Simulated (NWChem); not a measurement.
CH₃ITe; SMILES I[Te]C

Computed with NWChem. Geometry: optimised at PBE0/def2-SVP. No frequency run checked for a minimum. def2 effective core potentials on Te, I; no spin-orbit coupling. Ions are spin-unrestricted doublets at the neutral geometry; other ion states weren't tried.

Q: Estimate the computed values for PBE/def2-SVP. Quantities: vertical ionisation energy, ΔSCF (eV); −ε(HOMO) (eV).

A: 
```json
{
 "vertical ionisation energy, ΔSCF (eV)": "7.84",
 "−ε(HOMO) (eV)": "4.94"
}
```
